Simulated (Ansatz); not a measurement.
Consider the ligand exchange at the Hf–Cl bond: `[NH2][Hf]([F])([F])[Cl]` + NH₃ → `[NH2][Hf]([NH2])([F])[F]` + HCl.

Calculated with Ansatz (gas phase, PBE0-D4/def2-TZVP geometries, no zero-point term in ΔE). CBS: MP2 limit from def2 TZ/QZ plus the TZ coupled-cluster correction, frozen cores. This one scheme is used for every species. DFT in def2-TZVPP. B3LYP here is the variant with VWN-RPA as its local correlation; programs differ in this. HSE06 is defined as in plane-wave codes. Elements past krypton have def2 core potentials. For Hf outer-core shells are correlated without core-valence functions, which leaves a few kJ/mol of doubt a bond. Each species was taken in one conformer, which may not be the lowest.

```
             level  ΔE (kJ/mol)  difference from CCSD(T)/CBS
       LDA (SPW92)         96.6                         -5.3
            PBE-D4        101.7                         -0.2
         revPBE-D4        101.3                         -0.6
           BLYP-D4         99.1                         -2.8
         r2SCAN-D4        107.5                          5.6
            B97M-V        111.8                          9.9
          B3LYP-D4        102.2                          0.3
        r2SCANh-D4        107.9                          6.0
          HSE06-D4        105.4                          3.5
          BHLYP-D4        106.9                          5.0
      CAM-B3LYP-D4        100.5                         -1.4
           ωB97X-V        103.5                          1.6
           ωB97M-V        103.3                          1.4
          PBE-QIDH        106.7                          4.8
               PBE        102.3                          0.4
            revPBE        103.7                          1.8
              BLYP        100.4                         -1.5
            r2SCAN        107.7                          5.8
              PBE0        105.5                          3.6
             B3LYP        102.9                          1.0
           r2SCAN0        108.7                          6.8
             HSE06        105.7                          3.8
             BHLYP        106.6                          4.7
         CAM-B3LYP        100.8                         -1.1
           LC-ωPBE        101.7                         -0.2
RPA@PBE/def2-TZVPP         96.2                         -5.7
       HF/def2-SVP        113.7                         11.8
      MP2/def2-SVP         99.8                         -2.1
     CCSD/def2-SVP         98.0                         -3.9
     HF/def2-TZVPP        113.4                         11.5
    MP2/def2-TZVPP        102.9                          1.0
SCS-MP2/def2-TZVPP        101.4                         -0.5
   CCSD/def2-TZVPP         99.9                         -2.0
CCSD(T)/def2-TZVPP        100.2                         -1.7
     HF/def2-QZVPP        113.7                         11.8
    MP2/def2-QZVPP        104.0                          2.1
SCS-MP2/def2-QZVPP        102.7                          0.8
      HF/CBS(def2)        113.7                         11.8
     MP2/CBS(def2)        104.6                          2.7
    CCSD/CBS(def2)        101.6                         -0.3
       CCSD(T)/CBS        101.9                            0
```

Largest T1 diagnostic among the species: 0.015.

From BLYP to BHLYP (50 % exact exchange), in def2-TZVPP and without D4, ΔE moves by +6.2 kJ/mol. At CCSD(T), def2-SVP lies −3.7 kJ/mol from the extrapolated value and def2-TZVPP −1.7 kJ/mol. Leaving LDA and LC-ωPBE aside and taking each functional with its dispersion term where it has one, the values spread over 12.7 kJ/mol, from BLYP-D4 to B97M-V. LDA lies −5.6 kJ/mol from PBE without D4.
